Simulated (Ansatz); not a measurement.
SiI2, 3 atoms. Hardware: 4 threads of Arm Neoverse V2 on a shared host.

In the def2 sets I takes a core potential; there is no spin–orbit coupling. Correlated methods freeze 13 core orbitals; core or outer-core shells of I are correlated, in sets that lack core-valence functions.

**Question.** How many basis functions does each of these Ansatz runs have, and roughly what does it cost? B2PLYP/def2-TZVP, charge 0 singlet, energy, from earlier orbitals; PBE0-D4/def2-TZVP, charge 1 doublet at the geometry of the charge 0 singlet, energy, from earlier orbitals; r2SCAN-D4/def2-TZVP, charge 0 singlet, energy, from earlier orbitals; PBE0-D4/def2-TZVP, charge 0 triplet at the geometry of the charge 0 singlet, energy; PBE-D4/def2-TZVP, charge 1 doublet at the geometry of the charge 0 singlet, energy, from earlier orbitals; r2SCAN-D4/def2-TZVP, charge 1 doublet at the geometry of the charge 0 singlet, energy, from earlier orbitals; CCSD(T)/def2-TZVPP, charge 0 singlet, energy, from earlier orbitals; PBE0-D4/def2-TZVP, charge 0 singlet, energy, from earlier orbitals; HF/def2-TZVP, charge 0 singlet, energy, from earlier orbitals; B3LYP-D4/def2-TZVP, charge 0 singlet, energy, from earlier orbitals; PBE0-D4/def2-SVP, charge 1 doublet at the geometry of the charge 0 singlet, energy with a search over starts; MP2/def2-TZVP, charge 0 singlet, energy, from earlier orbitals.

**Answer.** Other jobs shared the machine, so times can vary by a factor of up to 3. A dash marks memory too small to be measured apart from the calling script's.

```tsv
run	functions	fitting or Cholesky vectors	wall time	peak host memory (GiB)
HF/def2-TZVP, charge 0 singlet, energy, from earlier orbitals	137	1268	1.1 s	–
PBE0-D4/def2-TZVP, charge 0 singlet, energy, from earlier orbitals	137	1104	1.3 s	–
B3LYP-D4/def2-TZVP, charge 0 singlet, energy, from earlier orbitals	137	1083	1.3 s	–
PBE-D4/def2-TZVP, charge 1 doublet at the geometry of the charge 0 singlet, energy, from earlier orbitals	137	986	1.6 s	–
PBE0-D4/def2-SVP, charge 1 doublet at the geometry of the charge 0 singlet, energy with a search over starts	70	836	1.8 s	–
MP2/def2-TZVP, charge 0 singlet, energy, from earlier orbitals	137	1178	1.8 s	–
r2SCAN-D4/def2-TZVP, charge 0 singlet, energy, from earlier orbitals	137	986	2 s	–
PBE0-D4/def2-TZVP, charge 0 triplet at the geometry of the charge 0 singlet, energy	137	1104	2.4 s	–
PBE0-D4/def2-TZVP, charge 1 doublet at the geometry of the charge 0 singlet, energy, from earlier orbitals	137	1104	2.7 s	–
B2PLYP/def2-TZVP, charge 0 singlet, energy, from earlier orbitals	137	1178	2.7 s	–
r2SCAN-D4/def2-TZVP, charge 1 doublet at the geometry of the charge 0 singlet, energy, from earlier orbitals	137	986	4.4 s	–
CCSD(T)/def2-TZVPP, charge 0 singlet, energy, from earlier orbitals	142	1209	9.5 s	0.79
```
